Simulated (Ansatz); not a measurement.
Reaction (ligand exchange at the Si–N bond): `[SiH3]N[SiH2]O[SiH3]` + `CC=N` → `C/C=N\[SiH3]` + `N[SiH2]O[SiH3]`

Program: Ansatz. Geometries: PBE0-D4/def2-TZVP. ΔE: electronic, gas phase. CCSD(T)/CBS is the MP2 limit (def2-TZVPP, def2-QZVPP) plus CCSD(T) − MP2 in def2-TZVPP, frozen cores. Functionals use def2-TZVPP. Each species was taken in one conformer, which may not be the lowest.

```
               species  ωB97X-V energy (Eh)
`[SiH3]N[SiH2]O[SiH3]`          -1003.91033
                `CC=N`           -133.96209
        `C/C=N\[SiH3]`           -424.63201
      `N[SiH2]O[SiH3]`           -713.23093
```

(1) Work out ΔE.

Largest T1 diagnostic among the species: 0.013.

## Answers

(1) ΔE = (-424.63201) + (-713.23093) − (-1003.91033) − (-133.96209) = 0.00948 Eh = +5.9 kcal/mol. CCSD(T)/CBS gives +6.4 kcal/mol.

The D4 term adds +1.3 kcal/mol with B3LYP and +0.8 kcal/mol with PBE0; it sums over pairs of atoms, weighted by their polarisabilities, and B3LYP, whose exchange is more repulsive, gets the larger term. In def2-TZVPP, CCSD(T) changes the Hartree–Fock value by +1.4 kcal/mol (the triples alone add +0.0 kcal/mol) and MP2 by +0.7 kcal/mol.

B3LYP here is the variant with VWN-RPA as its local correlation; programs differ in this.
